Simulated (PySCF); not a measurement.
Two-dimensional NMR puzzle

Compound of formula C2H10OSi4. Correlations simulated from computed shifts and the bond graph:

HSQC (one-bond C–H):
```csv
δH,δC
10.33,213.4
2.58,34.0
```

COSY cross peaks (H two or three bonds apart, from the bond graph; peaks can be absent where the dihedral angle is near 90°):
```csv
δH,δH
10.33,2.58
4.96,4.37
4.96,4.27
4.96,2.58
4.37,4.27
4.37,4.23
4.37,4.11
4.27,4.23
4.27,4.11
4.23,4.11
```

HMBC (two and three bonds, from the bond graph):
```csv
δH,δC
10.33,34.0
4.96,"213.4, 34.0"
4.37,34.0
4.27,34.0
2.58,213.4
```

A single conformation, one averaged value for each set of equivalent atoms, non-relativistic, gas phase. Structure optimised with GFN2-xTB; PBE0/pcSseg-1 with gauge-including orbitals; PySCF 2.14.

Shifts are taken against calculated references (same method and geometry level): 1H (31.72 ppm), 13C (186.93 ppm) against TMS.

Exchangeable hydrogens are left out of these lists.

Question: Assemble the structure.

Answer: SMILES O=CC[SiH]1[SiH2][SiH2][SiH2]1.

Mapped SMILES: `[O:1]=[CH:2][CH2:3][SiH:4]1[SiH2:5][SiH2:6][SiH2:7]1` (H(Xn): hydrogen on atom n). Ha(Si5), Ha(Si6), Ha(Si7) are cis to C3 on the ring; Hb(Si5), Hb(Si6), Hb(Si7) are trans to C3 on the ring.

δC 213.4 is C2, an aldehyde carbonyl carbon (δH 10.33). δC 34.0 is C3, an sp3 CH2 bonded to Si, α to a carbonyl (δH 2.58). COSY links 10.33–2.58, 4.96–4.37, 4.96–4.27, 4.96–2.58, 4.37–4.27, 4.37–4.23.

The data come from this structure; uniqueness wasn't tested.

Shifts are as computed. Against solution values, carbons near 30 ppm lie about +3 ppm off and those near 130 ppm about +5 ppm. Of 1309 compounds with measured shifts, 239 miss one by over three times the rms of a fit or turn the order of signals round; such compounds aren't used in these exercises.
